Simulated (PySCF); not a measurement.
## Assignment exercise: C₉H₉N

Numbering as in the mapped SMILES `[CH3:1][C:2]1=[C:3]([C:4]#[N:5])[CH:6]=[CH:7][C:8]12[CH2:9][CH2:10]2`. Hydrogens are named by the atom that carries them.

Method: coordinates at the GFN2-xTB level, GIAO PBE0/pcSseg-1 shieldings, in PySCF (rapidly exchanging positions averaged, one conformer, in vacuum, no relativistic terms).

Referencing at the same level of theory: ¹³C (σ = 186.93 ppm), ¹H (σ = 31.72 ppm) against TMS.

Problem. Assign these signals to the numbered atoms. ¹³C{¹H} NMR (computed): δ 171.2 (C), 146.0 (CH), 137.4 (CH), 121.1 (C), 117.1 (C), 43.7 (C), 20.0 (CH2), 13.8 (CH3).

Solution. 
| δ (ppm) | atoms | environment | reason |
| --- | --- | --- | --- |
| 171.2 | C2 | fully substituted alkene carbon | – |
| 146.0 | C7 | alkene CH | the olefinic region |
| 137.4 | C6 | alkene CH | – |
| 121.1 | C4 | nitrile carbon | this is the usual window of a C≡N carbon, which has no attached hydrogen |
| 117.1 | C3 | fully substituted alkene carbon | as expected for a trigonal carbon in a double bond |
| 43.7 | C8 | three-membered-ring carbon | saturated and bonded to C and H only |
| 20.0 | C9/C10 | three-membered-ring carbon | – |
| 13.8 | C1 | allylic methyl carbon | a saturated carbon with 1 carbon neighbour and no heteroatom attached |

Problem. Assign these signals to the numbered atoms. ¹H NMR (300 MHz, computed): δ 6.78 (d, 1H), 6.24 (d, 1H), 2.09 (s, 3H), 1.72 (m, 2H), 1.42 (m, 2H).

Solution. 
| δ (ppm) | atoms | environment | reason |
| --- | --- | --- | --- |
| 6.78 | H(C6) | hydrogen on an alkene CH | attached to an sp2 carbon and in the plane of the double bond |
| 6.24 | H(C7) | hydrogen on an alkene CH | – |
| 2.09 | H(C1) | hydrogen on an allylic methyl carbon | allylic position |
| 1.72 | Hb(C9)/Ha(C10) | hydrogen on a three-membered-ring carbon | – |
| 1.42 | Ha(C9)/Hb(C10) | hydrogen on a three-membered-ring carbon | cyclopropane-type protons are shielded by the ring |

Shifts are as computed. Against solution values, carbons near 30 ppm lie about +3 ppm off and those near 130 ppm about +5 ppm. Of 1211 compounds with measured shifts, 218 miss one by over three times the rms of a fit or turn the order of signals round; such compounds aren't used in these exercises. Multiplicities follow the n + 1 count of equivalent neighbours, as no J values were calculated; m marks all less simple cases, F and P coupling included.
